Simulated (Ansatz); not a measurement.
Input file:

```yaml
crystal:
  periodic: [false, false, false]
  atoms:
    - { symbol: Ge, position_ang: [-0.350985, -0.217223, -0.120241] }
    - { symbol: Cl, position_ang: [-0.571996, 0.240275, 2.037781] }
    - { symbol: O, position_ang: [1.356751, -0.380924, -0.519079] }
    - { symbol: H, position_ang: [1.887758, 0.356995, -0.139778] }
    - { symbol: O, position_ang: [-1.097643, 1.086111, -1.054053] }
    - { symbol: H, position_ang: [-2.050617, 1.155227, -0.850706] }
    - { symbol: O, position_ang: [-1.208222, -1.727892, -0.463535] }
    - { symbol: H, position_ang: [-0.789035, -2.477902, 0.000986] }
    - { symbol: Br, position_ang: [2.586952, 2.120833, 1.511654] }
    - { symbol: H, position_ang: [1.364837, 1.544501, 2.050773] }
basis:
  gaussian: { orbitals: def2-SVP }
hamiltonian:
  xc: pbe
neb:
  order_check: false
  images: 9
  f_tol: 0.05
  max_iterations: 60
  spring: { min: 2.0, max: 10.0 }
  final_atoms:
    - { symbol: Ge, position_ang: [0.33739601, 0.33879601, -0.38247351] }
    - { symbol: Cl, position_ang: [-0.86470464, -0.17174243, 3.30432545] }
    - { symbol: O, position_ang: [1.24478614, -0.01112156, -1.86715989] }
    - { symbol: H, position_ang: [1.73593018, -0.8500779, -1.76234187] }
    - { symbol: O, position_ang: [-1.00626277, 1.42448405, -0.79306091] }
    - { symbol: H, position_ang: [-1.42651148, 1.11125892, -1.61941105] }
    - { symbol: O, position_ang: [-0.09834395, -1.23462183, 0.30920982] }
    - { symbol: H, position_ang: [-0.4510212, -1.13333822, 1.22486494] }
    - { symbol: Br, position_ang: [1.57866818, 1.58559893, 1.16599339] }
    - { symbol: H, position_ang: [0.07786353, 0.64076503, 2.87385562] }
  initial_path:
    images:
      - { positions_ang: [[-0.350985, -0.217223, -0.120241], [-0.571996, 0.240275, 2.037781], [1.356751, -0.380924, -0.519079], [1.887758, 0.356995, -0.139778], [-1.097643, 1.086111, -1.054053], [-2.050617, 1.155227, -0.850706], [-1.208222, -1.727892, -0.463535], [-0.789035, -2.477902, 0.000986], [2.586952, 2.120833, 1.511654], [1.364837, 1.544501, 2.050773]] }
      - { positions_ang: [[-0.27785233, -0.17578667, -0.09602149], [-0.47289055, 0.20325351, 2.14390716], [1.42593013, -0.29797027, -0.52132262], [1.92130587, 0.10376324, -0.23394886], [-1.04745492, 1.14659884, -0.97428314], [-1.99799845, 1.1479135, -0.86143675], [-1.11607769, -1.68177835, -0.48650575], [-0.87381731, -2.37412402, 0.03877864], [2.33464578, 2.13563929, 1.37804308], [1.23200945, 1.49249193, 2.06659173]] }
      - { positions_ang: [[-0.20471965, -0.13435035, -0.07180198], [-0.37378509, 0.16623202, 2.25003333], [1.49510927, -0.21501654, -0.52356624], [1.95485374, -0.14946852, -0.32811973], [-0.99726683, 1.20708667, -0.89451329], [-1.94537989, 1.14060001, -0.8721675], [-1.02393338, -1.6356647, -0.5094765], [-0.95859962, -2.27034604, 0.07657128], [2.08233956, 2.15044557, 1.24443217], [1.0991819, 1.44048287, 2.08241046]] }
      - { positions_ang: [[-0.13158698, -0.09291402, -0.04758247], [-0.27467964, 0.12921053, 2.35615949], [1.5642884, -0.13206281, -0.52580986], [1.9884016, -0.40270027, -0.42229059], [-0.94707875, 1.26757451, -0.81474343], [-1.89276134, 1.13328651, -0.88289825], [-0.93178907, -1.58955105, -0.53244725], [-1.04338192, -2.16656806, 0.11436392], [1.83003334, 2.16525186, 1.11082125], [0.96635435, 1.3884738, 2.09822919]] }
      - { positions_ang: [[-0.05845431, -0.05147769, -0.02336296], [-0.17557419, 0.09218904, 2.46228565], [1.63346753, -0.04910908, -0.52805348], [2.02194947, -0.65593203, -0.51646145], [-0.89689066, 1.32806235, -0.73497358], [-1.84014279, 1.12597301, -0.893629], [-0.83964476, -1.5434374, -0.555418], [-1.12816423, -2.06279008, 0.15215656], [1.57772713, 2.18005815, 0.97721033], [0.8335268, 1.33646474, 2.11404792]] }
      - { positions_ang: [[0.01467836, -0.01004136, 0.00085655], [-0.07646873, 0.05516755, 2.56841181], [1.70264667, 0.03384465, -0.53029709], [2.05549734, -0.90916379, -0.61063232], [-0.84670258, 1.38855019, -0.65520372], [-1.78752423, 1.11865952, -0.90435976], [-0.74750045, -1.49732375, -0.57838875], [-1.21294654, -1.95901211, 0.1899492], [1.32542091, 2.19486443, 0.84359942], [0.70069925, 1.28445567, 2.12986665]] }
      - { positions_ang: [[0.07922189, 0.05972611, -0.07580946], [-0.23411592, 0.00978555, 2.71559454], [1.61107456, 0.02485141, -0.79766965], [1.99158391, -0.89734661, -0.84097423], [-0.87861462, 1.39573696, -0.68277516], [-1.71532168, 1.1171794, -1.04737002], [-0.61766915, -1.44478336, -0.40086903], [-1.06056147, -1.79387733, 0.39693235], [1.37607036, 2.07301133, 0.90807821], [0.57613211, 1.15571754, 2.27866445]] }
      - { positions_ang: [[0.14376542, 0.12949359, -0.15247547], [-0.3917631, -0.03559644, 2.86277727], [1.51950246, 0.01585816, -1.06504221], [1.92767048, -0.88552943, -1.07131614], [-0.91052666, 1.40292373, -0.71034659], [-1.64311913, 1.11569928, -1.19038028], [-0.48783785, -1.39224298, -0.22334932], [-0.9081764, -1.62874255, 0.6039155], [1.42671982, 1.95115823, 0.97255701], [0.45156496, 1.02697942, 2.42746224]] }
      - { positions_ang: [[0.20830895, 0.19926106, -0.22914148], [-0.54941028, -0.08097844, 3.00995999], [1.42793035, 0.00686492, -1.33241477], [1.86375705, -0.87371226, -1.30165805], [-0.9424387, 1.4101105, -0.73791803], [-1.57091658, 1.11421916, -1.33339053], [-0.35800655, -1.3397026, -0.0458296], [-0.75579134, -1.46360777, 0.81089864], [1.47736927, 1.82930513, 1.0370358], [0.32699782, 0.89824129, 2.57626004]] }
      - { positions_ang: [[0.27285248, 0.26902854, -0.3058075], [-0.70705746, -0.12636044, 3.15714272], [1.33635824, -0.00212832, -1.59978733], [1.79984362, -0.86189508, -1.53199996], [-0.97435074, 1.41729728, -0.76548947], [-1.49871403, 1.11273904, -1.47640079], [-0.22817525, -1.28716221, 0.13169011], [-0.60340627, -1.298473, 1.01788179], [1.52801872, 1.70745203, 1.1015146], [0.20243068, 0.76950316, 2.72505783]] }
      - { positions_ang: [[0.33739601, 0.33879601, -0.38247351], [-0.86470464, -0.17174243, 3.30432545], [1.24478614, -0.01112156, -1.86715989], [1.73593018, -0.8500779, -1.76234187], [-1.00626277, 1.42448405, -0.79306091], [-1.42651148, 1.11125892, -1.61941105], [-0.09834395, -1.23462183, 0.30920982], [-0.4510212, -1.13333822, 1.22486494], [1.57866818, 1.58559893, 1.16599339], [0.07786353, 0.64076503, 2.87385562]] }
```

Run as:

```bash
$ ansatz run input.yaml --threads 4 --pin off --max-ram 5120MiB --backend cpu --events-out ev --progress --plain --runs-dir out
```

Hardware: 4 threads of Arm Neoverse V2, on a shared host.

Roughly how long does this run take, and how much memory?

5.3 min, with a peak of 0.25 GiB, for 19 band iterations.
